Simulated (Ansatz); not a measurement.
O (SMILES [O+]), charge +1, quartet. Base run: MP2/cc-pVTZ (Ansatz, an electronic-structure program).

Here is a job for Ansatz.
Ansatz 0.2 input:
```yaml
crystal:
  periodic: [false, false, false]
  atoms:
    - {symbol: O, position_ang: [0.00000000, 0.00000000, 0.00000000]}
basis:
  gaussian:
    orbitals: cc-pVTZ
total_charge: 1
magnetization: {spin_polarized: true, initial_magnetization: 3}
correlation: {method: mp2}
```

Each row names what was changed in the base input (with any setting that the change needs).

```csv
change,basis functions,E (Eh),MP2 correlation (Eh)
base,30,-74.46801,-0.09764
basis = 3-21G,9,?,?
basis = 6-31G,9,-74.36283,-0.02176
basis = pcseg-1,14,?,?
basis = pc-1,14,-74.38711,-0.06663
basis = aug-cc-pVDZ,23,-74.42572,-0.07223
basis = def2-SVPD,23,-74.34784,-0.07076
basis = aug-pcseg-1,23,?,?
"basis = 6-311+G(2d,p)",27,-74.45263,-0.08609
basis = def2-TZVPP,31,-74.47006,-0.09606
basis = def2-TZVPD,?,?,?
basis = def2-QZVPP,57,-74.48278,-0.10595
basis = def2-QZVP,57,-74.48278,-0.10595
```

Question: Fill in the missing entries.

Answer: 
- basis = 3-21G, E (Eh): -73.98618
- basis = 3-21G, MP2 correlation (Eh): -0.02722
- basis = pcseg-1, E (Eh): -74.38673
- basis = pcseg-1, MP2 correlation (Eh): -0.06644
- basis = aug-pcseg-1, E (Eh): -74.39042
- basis = aug-pcseg-1, MP2 correlation (Eh): -0.06735
- basis = def2-TZVPD, basis functions: 40
- basis = def2-TZVPD, E (Eh): -74.47035
- basis = def2-TZVPD, MP2 correlation (Eh): -0.09630

Totals compare only among sets that treat the same electrons; sets with core potentials leave the core out.
